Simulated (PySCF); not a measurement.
C2H5FN2Si, SMILES C1[Si@H]([C@@H](F)N=1)N.

Geometry: PBE-D3(BJ)/def2-SVP. The structure was generated by enumeration; whether it is a known compound was not checked. The values are those of a single conformer.

Two levels are set side by side: TDDFT-PBE/def2-SVPD (PySCF) and TDDFT-ωB97X/def2-SVPD (PySCF). Vertical, same geometry. The lowest singlet is HOMO→LUMO 91 % with PBE and HOMO→LUMO 84 % with the other functional; states are paired by order. Differences are taken from unrounded values.

| quantity | TDDFT-ωB97X |
|---|---|
| lowest singlet excitation (eV) | 4.21 |
| lowest triplet excitation (TDA) (eV) | 3.44 |

Q: What does TDDFT-PBE give, and how far is it from TDDFT-ωB97X? (The exact figures need the calculation; the answer reports its results.)

A: 
```json
[
 {"quantity": "lowest singlet excitation (eV)", "TDDFT-PBE": "3.67", "TDDFT-PBE minus TDDFT-ωB97X": "-0.54"},
 {"quantity": "lowest triplet excitation (TDA) (eV)", "TDDFT-PBE": "3.03", "TDDFT-PBE minus TDDFT-ωB97X": "-0.41"}
]
```

A lower first singlet is the usual sign of a functional without exact exchange. Differences between two approximate levels are no errors against the true value.

Rough cost on one machine, each run with all the roots and properties that it gave: TDDFT-ωB97X against TDDFT-PBE about 7 times.
